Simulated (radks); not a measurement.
Results of a calculation; reference values are marked as such.
Problem. Ionisation of the scandium ion Sc2+, [Ar] 3d1, to Sc3+, [Ar], under several functionals. Non-relativistic Kohn-Sham, spin-polarised, spherical densities, point nucleus; open shells are filled with parallel spins first; a radial shooting solver on a logarithmic mesh with Libxc functionals. Known Delta-SCF values: LDA (Slater exchange, VWN5 correlation) 25.453 eV; Wu-Cohen GGA 25.232 eV. What does RPBE give, and what is its highest occupied eigenvalue?

Solution. 25.180 eV by Delta-SCF; the 3d eigenvalue is -18.356 eV. NIST: 24.757 eV (measured).
